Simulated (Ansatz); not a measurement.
PtS2⁺. The state is a doublet with charge 1. Geometry r2SCAN-D4/def2-TZVP; atoms count from 1.

Cartesian coordinates in Å:
```
Pt -0.007 0.140 -0.694
S 1.694 -0.639 0.213
S -1.687 0.499 0.481
```

In the def2 sets Pt takes a core potential; there is no spin–orbit coupling. The charge 1 doublet is spin-contaminated (final ⟨S²⟩ up to 1.65, 0.75 for a pure state). No other spin state of charge 1 was run. The geometry of the doublet was relaxed on an unsound state (⟨S²⟩ 1.55, where a pure state has 0.75). Another isomer (doublet) lies 1.44 eV lower at PBE0-D4/def2-TZVP; other spin states weren't run for this one.

(1) Estimate the Mulliken populations from the PBE0/def2-TZVP orbitals of Ansatz.

(2) Where does the spin sit?

(3) And the Mayer bond orders between bonded heavy atoms (over 0.3)?

## Answers

(1) 
| atom | charge (e) | spin (α − β) | d electrons |
| --- | --- | --- | --- |
| Pt1 | 0.69 | 0.30 | 8.35 |
| S2 | 0.14 | -0.55 | – |
| S3 | 0.18 | 1.25 | – |
Mulliken values and Mayer orders depend strongly on the basis.

(2) Summed by element: Pt 0.30, S 0.70, of 1 unpaired in all. Largest on single atoms: S3 1.25, S2 -0.55, Pt1 0.30.

(3) Pt1–S2 1.69 (2.08 Å); Pt1–S3 1.65 (2.08 Å). Values over 0.3 also appear between atoms too far apart for a bond (S2–S3 0.44 at 3.58 Å); they arise where an orbital or an unpaired electron spreads over both atoms.
